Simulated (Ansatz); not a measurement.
`[CH3][GeH]([CH3])[Cl]` and `[CH3][GeH]([CH3])[SiH3]` differ in one atom or group.

Ansatz, PBE0-D4/def2-TZVP geometries, multiplicity 1. 

Scalar relativity is left out up to krypton.

```tsv
property	`[CH3][GeH]([CH3])[Cl]`
HOMO energy (ωB97M-V/def2-TZVPP) / eV	-10.50
size of the dipole moment (B3LYP/def2-TZVPP) / D	2.66
LUMO energy (PBE/def2-TZVPP) / eV	-0.38
size of the dipole moment (PBE/def2-TZVPP) / D	2.60
HOMO–LUMO gap (PBE0/def2-TZVPP) / eV	8.85
HOMO energy (B3LYP/def2-TZVPP) / eV	-8.02
```

Problem. Give the same properties after the change, and the shifts. (An estimate is asked.)

Solution. Computed: 
```
                                        property  `[CH3][GeH]([CH3])[SiH3]`  shift
           HOMO energy (ωB97M-V/def2-TZVPP) / eV                      -9.73   0.77
size of the dipole moment (B3LYP/def2-TZVPP) / D                       0.92  -1.74
               LUMO energy (PBE/def2-TZVPP) / eV                      -0.30   0.08
  size of the dipole moment (PBE/def2-TZVPP) / D                       0.98  -1.62
            HOMO–LUMO gap (PBE0/def2-TZVPP) / eV                       8.19  -0.66
             HOMO energy (B3LYP/def2-TZVPP) / eV                      -7.50   0.52
```

With PBE0 the HOMO rises by 0.57 eV and the LUMO falls by 0.08 eV, so the gap narrows by about 0.65 eV. PBE moves the HOMO by 0.33 eV and ωB97M-V by 0.77 eV. Dipoles are sizes alone; their direction can turn.

B3LYP here is the variant with VWN-RPA as its local correlation; programs differ in this.
